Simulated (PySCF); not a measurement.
Broadened absorption spectrum of C2H6Cl2Se

Compound: C2H6Cl2Se.
SMILES: `C[Se](C)(Cl)Cl`

The calculation used TDDFT PBE0/def2-SVPD, vertical, gas phase, core orbitals frozen in the response in PySCF. Isolated species at its PBE0-D3(BJ)/def2-SVP geometry, gas phase. The PBE0/def2-SVPD calculation is non-relativistic and has no spin–orbit coupling, an omission that weighs most on selenium.

Each state is given a Gaussian of 0.3 eV full width at half maximum, with ε(max) = 2.175×10⁸ f / Δν̃ (Δν̃ the width in cm⁻¹). The width is an assumption, not a result. The curve ends short of the highest state used, and states not computed would add to its high-energy end.

| λ (nm) | ε (L mol⁻¹ cm⁻¹) |
| --- | --- |
| 266.4 | 513 |
| 272.2 | 414 |
| 278.1 | 239 |
| 283.9 | 95 |
| 289.7 | 26 |
| 295.5 | 5 |
| 301.4 | 1 |
| 307.2 | 0 |
| 313.0 | 0 |
| 318.8 | 0 |
| 324.7 | 0 |
| 330.5 | 0 |
| 336.3 | 0 |
| 342.1 | 1 |
| 348.0 | 5 |
| 353.8 | 24 |
| 359.6 | 86 |
| 365.4 | 243 |
| 371.3 | 562 |
| 377.1 | 1059 |
| 382.9 | 1673 |
| 388.7 | 2255 |
| 394.6 | 2629 |
| 400.4 | 2672 |
| 406.2 | 2405 |
| 412.0 | 1940 |
| 417.9 | 1414 |
| 423.7 | 959 |
| 429.5 | 623 |
| 435.3 | 409 |
| 441.2 | 290 |
| 447.0 | 237 |
| 452.8 | 219 |
| 458.6 | 215 |
| 464.5 | 215 |
| 470.3 | 213 |
| 476.1 | 206 |
| 481.9 | 193 |
| 487.8 | 175 |
| 493.6 | 153 |
| 499.4 | 130 |
| 505.2 | 106 |
| 511.1 | 83 |
| 516.9 | 64 |
| 522.7 | 47 |
| 528.5 | 33 |
| 534.4 | 23 |
| 540.2 | 15 |
| 546.0 | 10 |
| 551.8 | 6 |
| 557.7 | 4 |
| 563.5 | 2 |
| 569.3 | 1 |
| 575.1 | 1 |
| 581.0 | 0 |
| 586.8 | 0 |

Task: Locate the maxima and give the states behind the curve.

Result: 463 nm (2.68 eV), ε about 220, made up of S1 (43%) and S2 (54%) (hardly more than a shoulder); 398 nm (3.11 eV), ε about 2700, made up of S3 (100%) (ε in L mol⁻¹ cm⁻¹; maxima over ε = 5, shares over 10%). At its high-energy end, 4.65 eV, the curve is still rising (ε about 510, from S4 and S5). The states used: S1 2.56 eV (f 0.0015); S2 2.74 eV (f 0.0014); S3 3.11 eV (f 0.030); S4 4.56 eV (f 0.0032); S5 4.74 eV (f 0.0041); S6 5.25 eV (f 0.025).

Task: On this curve, what absorbance would a 10⁻⁵ mol/L sample give at 280 nm over a 1 cm path?

Result: 280 nm is 4.428 eV, where ε is about 180 L mol⁻¹ cm⁻¹, so A = ε c l ≈ 0.0018 (Beer–Lambert, with the gas-phase spectrum and the assumed width).

Task: What would ε be at 3.11 eV, the highest of these maxima, with half the width (0.15 eV)?

Result: About 5380 L mol⁻¹ cm⁻¹ against 2700, a factor of about 2.00; a lone state at its own centre would give exactly 2.

Task: Does any computed singlet lie in the visible range?

Result: 3 computed singlets (S1 to S3) lie in the visible range (380 to 750 nm), the largest f among them at 398 nm, f = 0.030; light of that wavelength is violet, and its complementary colour is yellow-green.

The run took 25 s wall on one thread, Arm Neoverse V2 (aarch64) (shared host), and the process peaked at 0.73 GiB of memory.
